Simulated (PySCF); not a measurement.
**`S[SiH2]C(Cl)(Cl)Cl`: 4 charge schemes on one density**

CH₃Cl₃SSi.
Z-matrix (Å and degrees, GFN2-xTB geometry), rows numbered from 1:
```
S 
Si  1  2.1280
C   2  1.9410  1  107.97
Cl  3  1.7735  2  108.71  1   177.09
Cl  3  1.7798  2  111.19  1    57.90
Cl  3  1.7766  2  111.20  1   -63.28
H   1  1.3252  2   97.44  3   -13.66
H   2  1.4553  1  111.87  3   115.06
H   2  1.4522  1  109.70  3  -115.14
```

Density: PBE0/pcSseg-1 (PySCF); schemes: Mulliken, IAO, Hirshfeld and ESP-fitted. One conformer (not necessarily the lowest) at the GFN2-xTB geometry, without solvent, vibrations or thermal averaging.

Q: Tabulate the Mulliken, IAO, Hirshfeld and ESP-fitted charges.

A: In e:

```json
{"atom": "S1", "environment": "sulfur bonded to Si and H", "Mulliken": "-0.358", "IAO": "-0.306", "Hirshfeld": "-0.134", "ESP-fitted": "-0.324"}
{"atom": "Si2", "environment": "SiH2 silicon", "Mulliken": "+0.716", "IAO": "+0.718", "Hirshfeld": "+0.290", "ESP-fitted": "+0.450"}
{"atom": "C3", "environment": "CCl3 carbon", "Mulliken": "-0.544", "IAO": "-0.250", "Hirshfeld": "+0.005", "ESP-fitted": "-0.819"}
{"atom": "Cl4", "environment": "chlorine of a CCl3 group", "Mulliken": "+0.028", "IAO": "-0.021", "Hirshfeld": "-0.026", "ESP-fitted": "+0.162"}
{"atom": "Cl5", "environment": "chlorine of a CCl3 group", "Mulliken": "+0.019", "IAO": "-0.032", "Hirshfeld": "-0.026", "ESP-fitted": "+0.149"}
{"atom": "Cl6", "environment": "chlorine of a CCl3 group", "Mulliken": "+0.028", "IAO": "-0.026", "Hirshfeld": "-0.031", "ESP-fitted": "+0.143"}
{"atom": "H7", "environment": "S–H hydrogen", "Mulliken": "+0.173", "IAO": "+0.120", "Hirshfeld": "+0.051", "ESP-fitted": "+0.226"}
{"atom": "H8", "environment": "Si–H hydrogen", "Mulliken": "-0.033", "IAO": "-0.106", "Hirshfeld": "-0.067", "ESP-fitted": "-0.008"}
{"atom": "H9", "environment": "Si–H hydrogen", "Mulliken": "-0.030", "IAO": "-0.097", "Hirshfeld": "-0.062", "ESP-fitted": "+0.021"}
```

Mean size of the charges over all atoms: ESP-fitted 0.256 e, Mulliken 0.214 e, IAO 0.186 e, Hirshfeld 0.077 e. Each set sums to the total charge, 0, to within 0.001 e. The Mulliken scheme counts on each atom the diagonal of the density matrix times the overlap matrix over that atom's basis functions. The IAO scheme counts the electrons in orthogonalised intrinsic atomic orbitals, a minimal basis polarised so that it spans the occupied orbitals exactly.

Lowest charge. The schemes don't all agree: Mulliken C3 (-0.544); IAO S1 (-0.306); Hirshfeld S1 (-0.134); ESP-fitted C3 (-0.819).

Highest charge. All schemes agree: Mulliken Si2 (+0.716); IAO Si2 (+0.718); Hirshfeld Si2 (+0.290); ESP-fitted Si2 (+0.450).

Q: How closely do the schemes follow one another over all atoms?

A: Correlation coefficient and root-mean-square difference: Mulliken with IAO 0.95, 0.110 e; IAO with Hirshfeld 0.94, 0.178 e; Mulliken with ESP-fitted 0.90, 0.150 e; Mulliken with Hirshfeld 0.79, 0.249 e; IAO with ESP-fitted 0.73, 0.242 e; Hirshfeld with ESP-fitted 0.47, 0.312 e.

Q: Sum the charges by element, for elements with more than one atom.

A: 
| element | atoms | Mulliken | IAO | Hirshfeld | ESP-fitted |
| --- | --- | --- | --- | --- | --- |
| Cl | 3 | +0.075 | -0.079 | -0.083 | +0.454 |
| H | 3 | +0.111 | -0.084 | -0.078 | +0.240 |

Q: How many electrons does the Hirshfeld scheme count on Cl6?

A: Z − q = 17 − (-0.031) = 17.031.
